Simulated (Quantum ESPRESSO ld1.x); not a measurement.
Question: All-electron atom: W25+ in [Kr] 4d10 4f3 (the NIST ground configuration). Method: scalar-relativistic Kohn-Sham, LDA (Slater exchange, VWN5 correlation), spin-polarised, spherical densities, point nucleus; open shells are filled with parallel spins first; computed with ld1.x of Quantum ESPRESSO 7.5. Some entries of the table are withheld. Estimate them.

orbital  occ.  eigenvalue (eV)  <r> (bohr)
1s down     1         -70231.3     0.01835
1s up       1         -70231.3     0.01835
2s up       1         -12781.7     0.07763
2s down     1         -12781.6     0.07762
2p up       3         -11280.8     0.06948
2p down     3         -11280.7     0.06948
3s up       1         -3561.31      0.2009
3s down     1         -3558.11      0.2008
3p up       3         -3116.65      0.2010
3p down     3         -3113.46      0.2008
3d up       5         -2605.28      0.1820
3d down     5         -2602.79      0.1818
4s up       1         -1313.26      0.4305
4s down     1         -1308.37      0.4308
4p up       3         -1159.00      0.4499
4p down     3         -1154.31      0.4503
4d up       5         -966.549      0.4612
4d down     5         -961.945      0.4618
4f up       3         -757.671         (1)
4f down     0         -752.646         (2)

Answer: 
(1) 4f up <r> (bohr): 0.4509
(2) 4f down <r> (bohr): 0.4520
